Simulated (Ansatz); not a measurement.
Reaction (SMILES): [GeH] (GeH) → Ge atom + H atom
B3LYP-D3(BJ)/def2-TZVP geometries, fixed; electronic energies without zero-point terms.

Basis-set convergence of the atomisation energy at PBE with Ansatz (an electronic-structure program). All functions are spherical. The program fits the integrals of some runs and decomposes those of others, by size. Open shells are unrestricted. No added dispersion term, no relativity. Functions are those of the species that has most. Reference: the value in aug-cc-pV5Z, 67.02 kcal/mol, itself unsure by roughly 0.11 kcal/mol (its mean distance from pcseg-4, aug-pcseg-3, aug-cc-pVQZ). Deviations are taken from unrounded values.

```
basis        functions  atomisation energy (kcal/mol)
-----------  ---------  -----------------------------
cc-pVDZ             32                          66.27
aug-cc-pVDZ         45                          65.96
pcseg-1             32                          66.37
aug-pcseg-1         45                          66.20
def2-SVP            37                          66.84
def2-SVPD           46                          67.10
def2-TZVP           54                          67.17
def2-TZVPD          63                          67.28
cc-pVTZ             57                          66.90
aug-cc-pVTZ         82                          66.84
pcseg-2             57                          66.57
aug-pcseg-2         82                          66.83
def2-TZVPP          62                          67.32
def2-TZVPPD         71                          67.41
cc-pVQZ             98                          67.02
aug-cc-pVQZ        139                          67.08
pcseg-3            101                          66.85
aug-pcseg-3        142                          66.88
def2-QZVPP         119                          67.03
def2-QZVPPD        128                          67.04
cc-pV5Z            159                          66.98
aug-cc-pV5Z        220                          67.02
```

What the diffuse functions change, pair by pair:
- cc-pVDZ to aug-cc-pVDZ: 13 more functions, deviation -0.75 to -1.06 kcal/mol
- pcseg-1 to aug-pcseg-1: 13 more functions, deviation -0.65 to -0.82 kcal/mol
- def2-SVP to def2-SVPD: 9 more functions, deviation -0.18 to 0.09 kcal/mol
- def2-TZVP to def2-TZVPD: 9 more functions, deviation 0.16 to 0.26 kcal/mol
- cc-pVTZ to aug-cc-pVTZ: 25 more functions, deviation -0.11 to -0.17 kcal/mol
- pcseg-2 to aug-pcseg-2: 25 more functions, deviation -0.45 to -0.19 kcal/mol
- def2-TZVPP to def2-TZVPPD: 9 more functions, deviation 0.30 to 0.39 kcal/mol
- cc-pVQZ to aug-cc-pVQZ: 41 more functions, deviation 0.00 to 0.06 kcal/mol
- pcseg-3 to aug-pcseg-3: 41 more functions, deviation -0.17 to -0.14 kcal/mol
- def2-QZVPP to def2-QZVPPD: 9 more functions, deviation 0.01 to 0.03 kcal/mol
- cc-pV5Z to aug-cc-pV5Z: 61 more functions, deviation -0.04 to 0.00 kcal/mol

Leaving out the reference's own pair, they bring the value nearer the reference by more than 0.11 kcal/mol in 1 of 10 pairs.
